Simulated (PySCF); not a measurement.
C2H4BClO2Si, SMILES OB(O)C#C[SiH2]Cl.

Geometry: PBE0-D3(BJ)/def2-SVP. This is a generated structure with no PubChem entry under its InChIKey; it may be hypothetical. Other conformers were not sampled.

The numbers are results of TDA-B3LYP/def2-SVPD (PySCF 2.14.0), not measurements.

Vertical excitations. Isolated molecule, no solvent. State labels are in the subgroup Cs.

| state | symmetry | energy (eV) | λ (nm) | f | main pairs |
|---|---|---|---|---|---|
| S1 | A" | 5.31 | 233 | 0.000 | HOMO−1→LUMO 95 % |
| S2 | A' | 5.62 | 221 | 0.008 | HOMO→LUMO 52 %, HOMO−1→LUMO+1 44 % |
| S3 | A" | 5.67 | 219 | 0.000 | HOMO→LUMO+1 93 % |
| S4 | A" | 6.65 | 186 | 0.003 | HOMO−2→LUMO+1 95 % |
| S5 | A' | 6.68 | 186 | 0.038 | HOMO−2→LUMO 88 % |
| S6 | A" | 6.82 | 182 | 0.001 | HOMO−3→LUMO 95 % |
| S7 | A' | 6.84 | 181 | 0.047 | HOMO−3→LUMO+1 91 % |
| S8 | A" | 7.13 | 174 | 0.005 | HOMO→LUMO+2 96 % |
| S9 | A' | 7.13 | 174 | 0.017 | HOMO−1→LUMO+2 90 % |
| S10 | A' | 7.28 | 170 | 0.063 | HOMO−4→LUMO 80 % |
| T1 | A' | 4.47 | 278 | 0 | HOMO→LUMO 73 %, HOMO−1→LUMO+1 15 % |
| T2 | A" | 4.84 | 256 | 0 | HOMO−1→LUMO 75 %, HOMO→LUMO+1 19 % |
| T3 | A' | 4.93 | 252 | 0 | HOMO−1→LUMO+1 73 %, HOMO→LUMO 17 % |
| T4 | A" | 5.46 | 227 | 0 | HOMO→LUMO+1 74 %, HOMO−1→LUMO 22 % |
Triplets are in the Tamm–Dancoff approximation.
